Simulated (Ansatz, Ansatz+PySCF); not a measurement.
```xyz
2

C     0.0000    0.0000   -1.2248
O     0.0000    0.0000    0.9186
```

Basis set: STO-3G (spherical functions). Left uncorrelated: 2 orbitals. Charge 0, multiplicity 1.

Computed with Ansatz (development build ahead of 0.2.0); each method stands on the lowest determinant of its kind that the runs found. Restricted open shells among the atoms or ions are ROHF, correlated in semicanonical orbitals with singles. Restricted functionals stand beside restricted open-shell atoms, which can lie above the unrestricted atoms usual in DFT and then raise those values.

(1) Give the atomization energy at this shape (free ground-state atoms in the same class of orbitals less the molecule, no zero-point energy) of singlet CO by PBE0 (unrestricted), PBE0 (restricted), UHF-MP2, RHF-MP2, UHF-CCSD(T), RHF-CCSD(T), RHF, UHF.

## Answers

(1)

```tsv
method	atomization energy
PBE0 (unrestricted)	124.2 kJ/mol
PBE0 (restricted)	-130.0 kJ/mol
UHF-MP2	31.9 kJ/mol
RHF-MP2	-471.0 kJ/mol
UHF-CCSD(T)	78.5 kJ/mol
RHF-CCSD(T)	-413.9 kJ/mol
RHF	-553.7 kJ/mol
UHF	29.5 kJ/mol
```

Caution for PBE0 (unrestricted), UHF-MP2, UHF-CCSD(T), UHF: the unrestricted determinant is a mixture of spin states. Caution for PBE0 (restricted), RHF-MP2, RHF-CCSD(T), RHF: an unrestricted determinant lies well below; the molecule lies well above its atoms at this level. Caution for UHF-MP2, UHF-CCSD(T): a plain start can end on a higher determinant; large amplitudes, a single reference is doubtful. Caution for RHF-MP2, RHF-CCSD(T): bonds are stretched, where a single reference can fail.

This basis has no polarisation functions and is too small for such energies, which can lie far from measured ones in either direction.
